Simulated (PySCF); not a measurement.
Species: C7H15NO2.
Numbering: `[CH3:1][CH2:2][CH2:3][C@:4]([CH3:5])([O:6][CH3:7])[C:8]([NH2:9])=[O:10]` (hydrogens: H11, H12, H13 on C1; H14, H15 on C2; H16, H17 on C3; H18, H19, H20 on C5; H21, H22, H23 on C7; H24, H25 on N9)

The same species was optimised twice, with GFN2-xTB and with PBE0-D3(BJ)/def2-SVP (PySCF), and the same property calculations (PySCF, gas phase) were run on both structures.

```csv
coordinate,GFN2-xTB,PBE0-D3(BJ)/def2-SVP,change
C4–C5 (Å),1.531,1.523,-0.008
C3–C4 (Å),1.543,1.534,-0.009
O6–C7 (Å),1.409,1.401,-0.008
C4–O6 (Å),1.427,1.420,-0.007
C2–C3 (Å),1.527,1.521,-0.006
C8–N9 (Å),1.349,1.353,+0.004
C8=O10 (Å),1.211,1.215,+0.004
C1–C2 (Å),1.524,1.521,-0.003
C4–C8 (Å),1.543,1.544,+0.001
C2–C3–C4 (°),114.1,115.7,+1.6
C4–C8–O10 (°),122.8,121.6,-1.2
C1–C2–C3 (°),111.1,112.3,+1.2
C4–O6–C7 (°),116.3,117.3,+1.0
C4–C8–N9 (°),113.8,114.5,+0.7
C3–C4–C5 (°),108.9,109.6,+0.7
N9–C8–O10 (°),123.4,123.9,+0.5
C3–C4–O6 (°),106.4,106.0,-0.4
C1–C2–C3–C4 (°),-176,-177,-1
C2–C3–C4–C5 (°),177,176,-1
C3–C4–O6–C7 (°),168,164,-4
C3–C4–C8–N9 (°),95,100,+5
```

Rotational constants: A = 1585, B = 977.6, C = 872.0 MHz (GFN2-xTB) against A = 1571, B = 978.2, C = 864.7 MHz (PBE0-D3(BJ)/def2-SVP). Point groups within 0.08 Å: C1 and C1.

On the GFN2-xTB structure: HOMO (eV) -6.92 [PBE0/pcSseg-1]; LUMO (eV) 0.82 [PBE0/pcSseg-1]; dipole (D) 2.88 [PBE0/pcSseg-1]; GIAO shielding of C1 (ppm) 170.3 [PBE0/pcSseg-1]; GIAO shielding of C2 (ppm) 165.7 [PBE0/pcSseg-1]; GIAO shielding of C3 (ppm) 139.0 [PBE0/pcSseg-1]; GIAO shielding of C4 (ppm) 102.6 [PBE0/pcSseg-1]; GIAO shielding of C5 (ppm) 164.8 [PBE0/pcSseg-1]; GIAO shielding of O6 (ppm) 290.2 [PBE0/pcSseg-1]; GIAO shielding of C7 (ppm) 132.1 [PBE0/pcSseg-1]; GIAO shielding of C8 (ppm) 10.6 [PBE0/pcSseg-1].

Task: What do these properties become on the PBE0-D3(BJ)/def2-SVP structure?

Result: 
```csv
property,level,on GFN2-xTB,on PBE0-D3(BJ)/def2-SVP,change
HOMO (eV),PBE0/pcSseg-1,-6.92,-6.90,+0.02
LUMO (eV),PBE0/pcSseg-1,0.82,0.81,-0.01
dipole (D),PBE0/pcSseg-1,2.88,2.95,+0.07
"energy, GFN2-xTB geometry as zero (kcal/mol)",PBE0/pcSseg-1,0.0,-0.7,-0.7
GIAO shielding of C1 (ppm),PBE0/pcSseg-1,170.3,168.3,-2.1
GIAO shielding of C2 (ppm),PBE0/pcSseg-1,165.7,165.1,-0.6
GIAO shielding of C3 (ppm),PBE0/pcSseg-1,139.0,137.8,-1.2
GIAO shielding of C4 (ppm),PBE0/pcSseg-1,102.6,103.6,+1.0
GIAO shielding of C5 (ppm),PBE0/pcSseg-1,164.8,162.9,-1.9
GIAO shielding of O6 (ppm),PBE0/pcSseg-1,290.2,294.6,+4.4
GIAO shielding of C7 (ppm),PBE0/pcSseg-1,132.1,131.8,-0.3
GIAO shielding of C8 (ppm),PBE0/pcSseg-1,10.6,8.7,-1.9
```

The heavy atoms differ by 0.050 Å rms after alignment. Among bonds between heavy atoms C3–C4, C4–C5 and O6–C7 change most and about equally (-0.009 to -0.008 Å). Changes are differences of the printed values. Neither structure is proved a minimum here.
